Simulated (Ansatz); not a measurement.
Gas-phase electronic energies from Ansatz, PBE0-D4/def2-TZVP geometries. CCSD(T)/CBS is the MP2 limit (def2-TZVPP, def2-QZVPP) plus CCSD(T) − MP2 in def2-TZVPP, frozen cores. This one scheme is used for every species. Functionals use def2-TZVPP. B3LYP here is the variant with VWN-RPA as its local correlation; programs differ in this. For Br, Ga outer-core shells are correlated without core-valence functions, which leaves a few kJ/mol of doubt a bond. Scalar relativity is left out up to krypton. One conformer a species, not always the lowest.

Reaction (ligand exchange at a Ga–Br bond): `[NH2][Ga]([NH2])[Br]` + HCl → `[NH2][Ga]([NH2])[Cl]` + HBr

```tsv
level	ΔE (kJ/mol)	difference from CCSD(T)/CBS
r2SCAN-D4	10.0	-1.6
PBE0-D4	11.6	0.0
ωB97M-V	10.2	-1.4
B2PLYP	10.2	-1.4
PBE	10.1	-1.5
B3LYP	9.0	-2.6
CAM-B3LYP	8.0	-3.6
HF/def2-SVP	4.1	-7.5
HF/def2-TZVPP	10.4	-1.2
HF/def2-QZVPP	9.9	-1.7
CCSD(T)/CBS	11.6	0
```

Largest T1 diagnostic among the species: 0.012.

Leaving LDA and LC-ωPBE aside and taking each functional with its dispersion term where it has one, the values, not all of them listed here, spread over 5.5 kJ/mol, from B97M-V to PBE-QIDH. At CCSD(T), def2-SVP lies −5.9 kJ/mol from the extrapolated value and def2-TZVPP −0.0 kJ/mol.
